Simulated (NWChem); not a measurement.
Species: C2HCl2, doublet; SMILES Cl[C]=CCl

```xyz
5

Cl     0.3524    -1.8001     0.0000
C     -0.8735    -0.6689     0.0000
C     -0.9709     0.6562     0.0000
Cl     0.4130     1.7359     0.0000
H     -1.9453     1.1673     0.0000
```
Atoms are numbered in this order, from 1.

All runs: NWChem. Spin-unrestricted. Medium grid unless said otherwise, to which SCAN and Minnesota functionals are sensitive. In the optimisation the excess spin sits in a' (Cs, its own frame). Structure relaxed at the PBE-D3(BJ)/def2-SVP, spin-unrestricted level. No stability test was run on the SCF state.

### Question
Order these by “dipole (D)”, lowest first: RPBE/def2-SVP; r2SCAN/def2-SVP; B3LYP/def2-SVP; MN15/def2-SVP.

### Answer
RPBE/def2-SVP (0.50), B3LYP/def2-SVP (0.55), r2SCAN/def2-SVP (0.67), MN15/def2-SVP (0.74)
